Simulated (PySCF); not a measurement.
Molecule: sum formula CrO2H2, net charge 0, quintet state. The spin state was set by rule; other spins were not relaxed. SMILES: [OH][Cr][OH]
Structure (B3LYP-D3(BJ)/def2-TZVP (Ansatz) minimum search):
```xyz
5

Cr     0.1395    -0.0061     0.1713
O      1.1856     0.1576    -1.2959
H      1.3759     0.9365    -1.8246
O     -1.5010    -0.2976     0.8766
H     -2.2019     0.3303     1.0686
```
Charge 0, spin multiplicity 5.

Dispersion corrections to the total energy (kcal/mol) from the dftd3 and dftd4 libraries through PySCF: D3(BJ) without and D4 with the three-body term, each with the damping fitted for the functional named.

```
functional  D3(BJ)     D4
----------  ------  -----
BHLYP        -2.19  -1.98
PBE          -1.39  -1.51
r2SCAN       -0.37  -0.34
TPSSh        -1.64    ___
LC-wPBE        ___  -1.70
PBE0         -1.23    ___
BP86         -2.41  -2.03
```

Q: Fill in the missing entries.

A: 
- TPSSh, D4: -1.83
- LC-wPBE, D3(BJ): -1.38
- PBE0, D4: -1.26
